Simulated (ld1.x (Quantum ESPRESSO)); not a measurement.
## C: excitation energies, all-electron against RRKJ

C, norm-conserving RRKJ (Kleinman–Bylander form), made with ld1.x (Quantum ESPRESSO) 7.5 (PBE, non-relativistic). Core [He], reference 2s1.75 2p2.25. Waves: 2s (bound): rc 1.15 bohr; 2p (bound): rc 2.95 bohr. Local part: the p channel. Core correction: none.

Energies are relative to the spin-unpolarised reference configuration 2s1.75 2p2.25; without spin polarisation the order of configurations can differ from experiment.

| valence configuration | charge | ΔE all-electron (eV) | error AE − PS (meV) |
| --- | --- | --- | --- |
| 2s2 2p0 | +2 | 32.911 | +1139 |
| 2s2 2p2.3 | -0.3 | -3.273 | -10 |
| 2s1 2p0 | +3 | 81.084 | +2259 |
| 2s0 2p4 | 0 | 14.831 | -92 |
| 2s1 2p3 | 0 | 6.349 | -17 |

Q: What are ΔE and the potential's error for 2s2 2p1?

A: ΔE = 8.752 eV all-electron; the error (AE − PS) is +141 meV.

Q: What are ΔE and the potential's error for 2s2 2p2?

A: ΔE = -2.113 eV all-electron; the error (AE − PS) is -2.0 meV.

Levels in the configuration 2s1 2p0:

```json
{"level": "2s", "all-electron (eV)": "-56.080", "pseudo (eV)": "-54.761"}
```
